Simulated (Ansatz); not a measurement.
**1,2-elimination**

Start structure (SiN$_{2}$H$_{6}$O, closed shell), relaxed at PBE0-D4/def2-TZVP:

Si1  (0.120, -0.148, -0.304)
H2  (0.605, -1.355, -1.036)
O3  (-0.203, 1.007, -1.438)
H4  (-0.523, 0.688, -2.282)
N5  (1.192, 0.660, 0.738)
N6  (-1.154, -0.746, 0.655)
H7  (1.473, 0.263, 1.616)
H8  (1.840, 1.346, 0.390)
H9  (-1.674, -1.563, 0.382)
H10  (-1.676, -0.152, 1.278)
(Å)

The step: SiN₂H₆O ([NH2][SiH]([NH2])[OH]) → SiN₂H₄O ([NH2][Si]([NH2])[O]) + H₂; bonds formed: H2–H4; bonds broken: Si1–H2, O3–H4. Program: Ansatz 0.2.0. Basis: def2-TZVPP and def2-QZVPP. Cores are frozen in the correlated methods. Extrapolation: Hartree–Fock as exp(−7.88 √X), correlation as X^−2.97. Energies below are by CCSD(T) at an estimated basis limit (MP2 extrapolated from triple and quadruple zeta, plus CCSD(T) − MP2 in triple zeta).

**Question.** What are the electronic barrier and the energy of the step, from the start structure to the end structure? (To be estimated.)

**Answer.** By the calculation: Barrier 56.63 kcal/mol; step energy 36.95 kcal/mol (uphill); reverse barrier, their difference, 19.68 kcal/mol. Barrier and step energy count from the start structure, the reverse barrier from the end structure.

The saddle point: One imaginary mode of 1246i cm⁻¹.
```csv
pair,start (Å),saddle (Å),end (Å)
H2–H4,2.65,0.96,0.75
Si1–H2,1.49,1.80,4.39
O3–H4,0.96,1.42,2.40
```

Zero-point energy (harmonic, PBE0-D4): ZPE is 47.58 kcal/mol at the start and 44.23 kcal/mol at the saddle, so the barrier goes from 56.63 to 53.28 kcal/mol.

First-order rate constant out of the start structure at 498 K by transition-state theory, with harmonic vibrational free energies alone and no tunnelling: ΔA‡ = 53.46 kcal/mol, so k = (kB T/h) exp(−ΔA‡/kB T) ≈ 10^-10 s⁻¹ (an order of magnitude at best: rotation, the number of equivalent paths and anharmonicity are left out).

T1 diagnostic: at most 0.015.

Labels in which every atom is bracketed show which atoms are joined, not bond orders.

For scale, one of the runs: CCSD(T)/def2-TZVPP, 219 basis functions, launched by `ansatz run in.yaml --threads 4 --pin off --events-out ev --progress --plain --max-ram 9574MiB`. Hardware: 4 CPU threads of an Arm Neoverse V1, shared host. Wall time 54 s; peak host memory 3.4 GiB.
